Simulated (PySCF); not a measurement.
**ZnAs: a base run and its variants**

Base input, run as `OMP_NUM_THREADS=1 python input.py` with PySCF 2.14:

```python
from pyscf import gto, dft

mol = gto.M(
    atom='Zn 0 0 0; As 0 0 2.129',
    basis='3-21g',
    charge=0,
    spin=3,
    verbose=3,
)
mf = dft.UKS(mol, xc='olyp')
mf.kernel()
mf.stability(internal=True, external=True)
mf.dip_moment()
print('orbital energies (hartree):', [e[max(0, n-3):n+3].round(4) for e, n in zip(mf.mo_energy, mol.nelec)])
```

Base result: E(SCF) = -3996.669794 Eh, ⟨S²⟩ = 3.753, μz(SCF) = 0.06 D, internal stable; real -> complex stable. The basis is very small, so the numbers show the basis as much as the system. The bond length is a typed value, not an optimised one. No search for the lowest solution was made.

It ran on Arm Neoverse V1 (1 thread, shared host) in 25 s, peak memory 0.27 GiB.

Each row names what differs from the base; energies in brackets are changes from the base.

| change | result | wall time (s) |
| --- | --- | --- |
| functional: olyp → m06 | E(SCF) = -3995.367645 Eh, ⟨S²⟩ = 3.757, μz(SCF) = -0.14 D, internal stable; real -> complex stable | 36 |
| DIIS space: default → 4 | E(SCF) = -3996.669794 Eh (+0.0000 eV), ⟨S²⟩ = 3.753, μz(SCF) = 0.06 D, internal stable; real -> complex stable | 22 |
| integration grid: default → (99, 590) | E(SCF) = -3996.669807 Eh (-0.0004 eV), ⟨S²⟩ = 3.753, μz(SCF) = 0.06 D, internal stable; real -> complex stable | 32 |
| functional: olyp → wb97x | E(SCF) = -3995.574762 Eh, ⟨S²⟩ = 3.757, μz(SCF) = -0.39 D, internal stable; real -> complex stable | 24 |
| basis set: 3-21g → 6-31g | E(SCF) = -4015.628902 Eh, ⟨S²⟩ = 3.753, μz(SCF) = -0.17 D, internal stable; real -> complex stable | 34 |
